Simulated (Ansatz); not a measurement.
Computed with Ansatz on PBE0-D4/def2-TZVP structures; ΔE is electronic, products minus reactants. CCSD(T)/CBS is the MP2 limit (def2-TZVPP, def2-QZVPP) plus CCSD(T) − MP2 in def2-TZVPP, frozen cores. This one scheme is used for every species. DFT in def2-TZVPP. B3LYP here is the variant with VWN-RPA as its local correlation; programs differ in this. HSE06 is defined as in plane-wave codes. For Ge outer-core shells are correlated without core-valence functions, which leaves a few kJ/mol of doubt a bond. Scalar relativity is left out up to krypton. One conformer a species, not always the lowest.

`Cl[SiH](Cl)[O][GeH3]` + `C=C` → `C=[CH][GeH3]` + `O[SiH](Cl)Cl`  (formal exchange of groups at a Ge–O bond)

`Cl[SiH](Cl)[O][GeH3]`:

Cartesian coordinates in Å:
```
Cl 2.050 -1.570 -0.296
Si 1.297 -0.019 0.808
Cl 2.111 1.708 0.074
O -0.303 0.018 0.705
Ge -1.492 0.012 -0.636
H 1.712 -0.182 2.207
H -0.824 0.629 -1.871
H -1.889 -1.450 -0.866
H -2.662 0.856 -0.125
```

`C=C`:

```xyz
6

C     0.147    0.563    0.315
C    -0.147   -0.563   -0.315
H     1.170    0.906    0.420
H    -0.624    1.189    0.752
H    -1.170   -0.906   -0.420
H     0.624   -1.189   -0.752
```

`C=[CH][GeH3]`:

Z-matrix (Å, degrees):
```
Ge
C 1 1.938
H 1 1.539 2 110.6
H 1 1.538 2 108.6 3 -120.2
H 1 1.539 2 110.6 3 119.5
C 2 1.327 1 123.1 3 120.1
H 2 1.088 1 118.1 3 -59.9
H 6 1.087 2 121.9 1 -180.0
H 6 1.086 2 122.0 1 0.0
```

`O[SiH](Cl)Cl`:

Cartesian coordinates in Å:
```
O 0.570 -0.530 1.091
Si -0.338 -0.037 -0.158
Cl 0.531 -0.523 -1.941
Cl -0.589 1.989 -0.133
H 1.465 -0.198 1.183
H -1.640 -0.701 -0.041
```

```csv
level,ΔE (kJ/mol),difference from CCSD(T)/CBS
BLYP-D4,58.4,3.7
B3LYP-D4,60.3,5.6
r2SCAN0-D4,54.8,0.1
HSE06-D4,49.8,-4.9
BHLYP-D4,66.8,12.1
CAM-B3LYP-D4,61.4,6.7
B2PLYP,57.9,3.2
PBE,44.0,-10.7
B3LYP,55.9,1.2
r2SCANh,53.3,-1.4
r2SCAN0,53.6,-1.1
CAM-B3LYP,58.3,3.6
HF/def2-SVP,73.9,19.2
MP2/def2-SVP,63.8,9.1
HF/def2-QZVPP,74.8,20.1
MP2/def2-QZVPP,55.4,0.7
CCSD(T)/CBS,54.7,0
```

Largest T1 diagnostic among the species: 0.012.

In def2-TZVPP, CCSD(T) changes the Hartree–Fock value by −16.5 kJ/mol (the triples alone add −1.6 kJ/mol) and MP2 by −17.1 kJ/mol. From PBE to PBE0 (25 % exact exchange), in def2-TZVPP and without D4, ΔE moves by +3.2 kJ/mol. Leaving LDA and LC-ωPBE aside and taking each functional with its dispersion term where it has one, the values, not all of them listed here, spread over 20.1 kJ/mol, from PBE-D4 to BHLYP-D4. LDA lies −4.7 kJ/mol from PBE without D4.
